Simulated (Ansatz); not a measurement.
Start from `CS[CH2][GaH2]` and change one atom or group to get `CSCF`.

Ansatz, PBE0-D4/def2-TZVP geometries, multiplicity 1. Each molecule was computed in one conformer, which needn't be the lowest. `CS[CH2][GaH2]` holds a close contact that its SMILES doesn't draw: Ga···S 2.54 Å.

Scalar relativity is left out up to krypton.

```tsv
property	`CS[CH2][GaH2]`
HOMO energy (B3LYP/def2-TZVPP) / eV	-6.34
size of the dipole moment (B3LYP/def2-TZVPP) / D	2.16
zero-point energy (PBE0-D4/def2-TZVP) / kJ/mol	208.2
LUMO energy (PBE/def2-TZVPP) / eV	-1.13
LUMO energy (PBE0/def2-TZVPP) / eV	-0.37
LUMO energy (ωB97M-V/def2-TZVPP) / eV	1.24
```

(1) Give the same properties after the change, and the shifts. (An estimate is asked.)

Answers

(1) Ansatz gave: 
```tsv
property	`CSCF`	shift
HOMO energy (B3LYP/def2-TZVPP) / eV	-6.71	-0.37
size of the dipole moment (B3LYP/def2-TZVPP) / D	1.71	-0.45
zero-point energy (PBE0-D4/def2-TZVP) / kJ/mol	181.1	-27.1
LUMO energy (PBE/def2-TZVPP) / eV	-0.19	0.94
LUMO energy (PBE0/def2-TZVPP) / eV	0.79	1.16
LUMO energy (ωB97M-V/def2-TZVPP) / eV	2.62	1.38
```

With PBE0 the HOMO falls by 0.39 eV and the LUMO rises by 1.16 eV, so the gap widens by about 1.55 eV. PBE moves the HOMO by -0.23 eV and ωB97M-V by -0.50 eV. The zero-point energy changes by -27.1 kJ/mol with -6 modes. Dipoles are sizes alone; their direction can turn.

Positive LUMOs are unbound, so they and the gaps depend on the basis.

B3LYP here is the variant with VWN-RPA as its local correlation; programs differ in this.
